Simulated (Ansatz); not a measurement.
F3H4NO2Si2 (`O[SiH](F)N[Si](O)(F)F`) at its PBE0-D4/def2-TZVP geometry, where that method's forces vanish. Charge 0, multiplicity 1.

```xyz
12

O    -0.6549    2.1259    0.5668
Si   -0.7062    0.7686    1.4494
F     0.1952    0.8556    2.7599
N    -0.1044   -0.5478    0.5205
Si    0.3285   -0.6120   -1.1083
O     1.3589   -1.8383   -1.3169
F     0.9656    0.7855   -1.5216
F    -0.8923   -0.7775   -2.1042
H     0.1007    2.2910   -0.0020
H    -2.0883    0.5924    1.9167
H     0.0530   -1.4103    1.0252
H     1.4441   -2.2332   -2.1856
```

**Question.** What forces (eV/Å) does r2SCAN-D4/def2-TZVPP give on these atoms in the Gaussian-basis code of Ansatz? (Best estimate.)

**Answer.** Ansatz gave: 
```
O1  -0.017  0.046 -0.026
Si2 -0.047 -0.056 -0.012
F3   0.025  0.007  0.056
N4   0.004  0.003  0.016
Si5 -0.019 -0.006  0.029
O6   0.048 -0.048  0.013
F7   0.025  0.077 -0.007
F8  -0.068  0.001 -0.049
H9   0.012  0.002 -0.014
H10  0.031  0.014 -0.015
H11  0.003 -0.031  0.021
H12  0.004 -0.007 -0.014
```
